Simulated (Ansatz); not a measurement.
The same path of C3H6OSi (11 atoms, charge 0, multiplicity 1) was run 3 times with different band settings. The coordinate that changes most is the dihedral H7–C1–C2–C3.

Computed with RKS PBE/6-31G* (Ansatz 0.2.0).

Relaxed end points:

```xyz
11
Properties=species:S:1:pos:R:3
C -1.652 0.651 0.183
C -0.273 0.100 0.039
C 0.483 -0.762 0.782
Si 1.758 -0.480 -0.511
O 0.447 0.531 -1.090
H -1.616 1.754 0.232
H -2.261 0.385 -0.698
H -2.140 0.264 1.091
H 0.220 -1.267 1.708
H 2.991 0.323 -0.218
H 2.108 -1.555 -1.497
```

```xyz
11
Properties=species:S:1:pos:R:3
C -1.644 0.679 0.194
C -0.265 0.111 0.035
C 0.404 -0.917 0.641
Si 1.782 -0.446 -0.475
O 0.553 0.725 -0.927
H -1.787 1.526 -0.494
H -2.409 -0.087 -0.021
H -1.806 1.028 1.228
H 0.053 -1.588 1.421
H 3.016 0.225 0.054
H 2.168 -1.314 -1.636
```

Common settings: spring 5.0 eV/Å²; optimiser quadratic models (default); force threshold 0.05 eV/Å; end points relaxed.

| run | movable images | climbing image | start path | iteration limit |
| --- | --- | --- | --- | --- |
| 1 | 7 | yes | through a guess of the saddle point | 36 |
| 2 | 6 | no | through a guess of the saddle point | 51 |
| 3 | 7 | yes | straight line | 60 |

What does each run give, and how far can it be trusted?

Run 1: converged after 8 iterations, highest image 0.064 eV above the first end. The highest image is an end point: on this band no image between the ends rises above it.
Run 2: converged after 6 iterations, highest image 0.064 eV above the first end. The highest image is an end point: on this band no image between the ends rises above it.
Run 3: converged after 6 iterations, highest image 0.064 eV above the first end. The highest image is an end point: on this band no image between the ends rises above it.
